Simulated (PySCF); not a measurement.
CH5FO2Si2, SMILES [Si@H]1(O[SiH2]CO1)F.

Geometry: B3LYP-D3(BJ)/def2-SVP. The structure was generated by enumeration; whether it is a known compound was not checked. Other conformers were not sampled.

The numbers are results of TDA-PBE0/def2-SVPD (PySCF), not measurements.

Vertical excitations. 

Computed lowest excited states:
```json
[
 {"state": "S1", "energy (eV)": "6.81", "λ (nm)": "182", "f": "0.016", "main pairs": "HOMO→LUMO 97 %"},
 {"state": "S2", "energy (eV)": "7.08", "λ (nm)": "175", "f": "0.007", "main pairs": "HOMO−1→LUMO 96 %"},
 {"state": "S3", "energy (eV)": "7.66", "λ (nm)": "162", "f": "0.007", "main pairs": "HOMO−2→LUMO 73 %, HOMO→LUMO+1 20 %"},
 {"state": "S4", "energy (eV)": "7.72", "λ (nm)": "161", "f": "0.016", "main pairs": "HOMO→LUMO+1 76 %, HOMO−2→LUMO 20 %"},
 {"state": "S5", "energy (eV)": "7.99", "λ (nm)": "155", "f": "0.008", "main pairs": "HOMO−1→LUMO+1 94 %"},
 {"state": "S6", "energy (eV)": "8.13", "λ (nm)": "152", "f": "0.014", "main pairs": "HOMO→LUMO+2 95 %"},
 {"state": "S7", "energy (eV)": "8.41", "λ (nm)": "147", "f": "0.010", "main pairs": "HOMO−1→LUMO+2 87 %"},
 {"state": "S8", "energy (eV)": "8.51", "λ (nm)": "146", "f": "0.014", "main pairs": "HOMO→LUMO+4 50 %, HOMO−3→LUMO 38 %"},
 {"state": "S9", "energy (eV)": "8.55", "λ (nm)": "145", "f": "0.027", "main pairs": "HOMO−3→LUMO 34 %, HOMO→LUMO+3 32 %, HOMO→LUMO+4 15 %"},
 {"state": "S10", "energy (eV)": "8.62", "λ (nm)": "144", "f": "0.094", "main pairs": "HOMO→LUMO+3 43 %, HOMO−2→LUMO+1 39 %, HOMO−3→LUMO 7 %"},
 {"state": "T1", "energy (eV)": "6.34", "λ (nm)": "196", "f": "0", "main pairs": "HOMO→LUMO 88 %"},
 {"state": "T2", "energy (eV)": "6.71", "λ (nm)": "185", "f": "0", "main pairs": "HOMO−1→LUMO 83 %"},
 {"state": "T3", "energy (eV)": "7.25", "λ (nm)": "171", "f": "0", "main pairs": "HOMO−2→LUMO 73 %"},
 {"state": "T4", "energy (eV)": "7.41", "λ (nm)": "167", "f": "0", "main pairs": "HOMO→LUMO+1 81 %"}
]
```
Triplets are in the Tamm–Dancoff approximation.
